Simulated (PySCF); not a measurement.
Numbering as in the mapped SMILES `[CH3:1][CH2:2][c:3]1[n:4][cH:5][n:6]([SiH:7]([CH3:8])[CH3:9])[n:10]1`; H(Xn) means a hydrogen on atom n.

No solvent model, non-relativistic Hamiltonian, fast rotation and ring inversion assumed for equivalent nuclei, a single conformation. Shielding tensors at PBE0/pcSseg-1 (GIAO); coordinates at the GFN2-xTB level; PySCF 2.14.

Predict the 2D correlation tables (HSQC, COSY, HMBC).

Answers



HSQC (one-bond C–H):
```csv
δH,δC
7.95 (H(C5)),154.0 (C5)
2.92 (H(C2)),26.7 (C2)
1.33 (H(C1)),18.3 (C1)
0.50 (H(C8)/H(C9)),-0.7 (C8/C9)
```

COSY cross peaks (H two or three bonds apart, from the bond graph; peaks can be absent where the dihedral angle is near 90°):
```csv
δH,δH
5.32 (H(Si7)),0.50 (H(C8)/H(C9))
2.92 (H(C2)),1.33 (H(C1))
```

HMBC (two and three bonds, from the bond graph):
```csv
δH,δC
7.95 (H(C5)),175.1 (C3)
5.32 (H(Si7)),"154.0 (C5), -0.7 (C8/C9)"
2.92 (H(C2)),"175.1 (C3), 18.3 (C1)"
1.33 (H(C1)),"175.1 (C3), 26.7 (C2)"
0.50 (H(C8)/H(C9)),-0.7 (C8/C9)
```

References, each an isolated molecule treated in the same way: TMS for 1H (σref 31.72), 13C (σref 186.93).

Shifts are as computed. Against solution values, carbons near 30 ppm lie about +3 ppm off and those near 130 ppm about +5 ppm. Of 1211 compounds with measured shifts, 218 miss one by over three times the rms of a fit or turn the order of signals round; such compounds aren't used in these exercises.
